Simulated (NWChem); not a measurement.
CH5MgNO; SMILES C[O][Mg][NH2]

```xyz
9

Mg    -0.4988    -0.6073     0.0012
O     -0.4120     1.1650     0.0005
C     -0.3411     2.5333    -0.0001
H     -0.9412     2.9866     0.8156
H      0.6970     2.9024     0.1305
H     -0.7149     2.9741    -0.9471
N     -0.5903    -2.4914     0.0019
H     -0.6347    -3.0947    -0.8138
H     -0.6074    -3.0952     0.8184
```
Atoms are numbered in this order, from 1.

STO-3G and 3-21G are far too small for this property and stand as cheap habits. All runs use the structure optimised with PBE0/def2-SVP.

Question: Give the principal values of the shielding tensors (ppm) of Mg1, O2, C3, N7 from Hartree-Fock/STO-3G, GIAO (NWChem), with their diamagnetic and paramagnetic parts as GIAO splits them.

Answer: 
```tsv
atom	σ11	σ22	σ33	isotropic	diamagnetic	paramagnetic
Mg1	452.1	453.4	685.3	530.3	694.3	-164.0
O2	377.5	520.7	524.8	474.3	389.2	85.1
C3	181.0	181.0	237.7	199.9	248.4	-48.5
N7	310.6	313.8	398.2	340.8	315.4	25.5
```
